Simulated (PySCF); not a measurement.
Species: CH₈GeOSi₂.
Numbering: `[CH2:1]1[O:2][GeH2:3][SiH2:4][SiH2:5]1` (hydrogens: H6, H7 on C1; H8, H9 on Ge3; H10, H11 on Si4; H12, H13 on Si5)

A GFN2-xTB structure with every atom displaced at random (by about 0.01 Å) was refined with PBE0-D3(BJ)/def2-SVP geometry optimisation, gas phase (PySCF). Values at the start:

| coordinate | start |
| --- | --- |
| C1–O2 | 1.409 Å |
| C1–Si5 | 1.956 Å |
| C1–H6 | 1.066 Å |
| O2–Ge3 | 1.797 Å |
| Ge3–Si4 | 2.311 Å |
| Ge3–H8 | 1.540 Å |
| Ge3–H9 | 1.525 Å |
| Si4–Si5 | 2.342 Å |
| Si4–H10 | 1.486 Å |
| Si5–H12 | 1.447 Å |
| C1–O2–Ge3 | 124.7° |
| C1–Si5–Si4 | 98.8° |
| O2–C1–Si5 | 113.0° |
| O2–Ge3–Si4 | 98.6° |
| Ge3–Si4–Si5 | 94.2° |
| C1–O2–Ge3–Si4 | 31° |
| O2–C1–Si5–Si4 | 25° |
| Ge3–Si4–Si5–C1 | -7° |
| Si5–C1–O2–Ge3 | -41° |

Question: How do these coordinates change at the PBE0-D3(BJ)/def2-SVP level?

Answer: 
| coordinate | PBE0-D3(BJ)/def2-SVP (Å or °) | change |
| --- | --- | --- |
| Ge3–Si4 | 2.395 | +0.084 |
| Si5–H12 | 1.496 | +0.049 |
| C1–H6 | 1.104 | +0.038 |
| C1–Si5 | 1.925 | -0.031 |
| Ge3–H9 | 1.546 | +0.021 |
| O2–Ge3 | 1.809 | +0.012 |
| Si4–H10 | 1.493 | +0.007 |
| Si4–Si5 | 2.348 | +0.006 |
| Ge3–H8 | 1.535 | -0.005 |
| C1–O2 | 1.407 | -0.002 |
| C1–O2–Ge3 | 117.5 | -7.2 |
| Ge3–Si4–Si5 | 90.3 | -3.9 |
| O2–C1–Si5 | 111.0 | -2.0 |
| C1–Si5–Si4 | 99.3 | +0.5 |
| O2–Ge3–Si4 | 98.8 | +0.2 |
| Si5–C1–O2–Ge3 | -58 | -17 |
| O2–C1–Si5–Si4 | 40 | +15 |
| C1–O2–Ge3–Si4 | 41 | +10 |
| Ge3–Si4–Si5–C1 | -12 | -5 |

The energy falls by 0.329 eV over 9 energy and gradient evaluations, the largest force component goes from 0.0374 to 3.2e-04 Eh/bohr, and the atoms move by 0.168 Å rms after alignment. The bond that changes most is Ge3–Si4 (ends: germanium bonded to O, Si and 2 H; SiH2 silicon), which lengthens by 0.084 Å. Bonds longer at the end by more than 0.005 Å: 10 of 13; shorter: 2. Among the dihedrals that turn most is O2–C1–Si5–H13, from -94° to -76°. Rotational constants go from 2982, 1635, 1110 to 2878, 1659, 1119 MHz.

The run used 136 basis functions and 61 SCF cycles in all. The run took 78 s on an Arm Neoverse V1 with one thread, no GPU, shared host with 64 logical CPUs at a one-minute load of 19, and the process peaked at 0.58 GiB of memory.

Stationary, but not proved a minimum. One conformer, not necessarily the lowest.
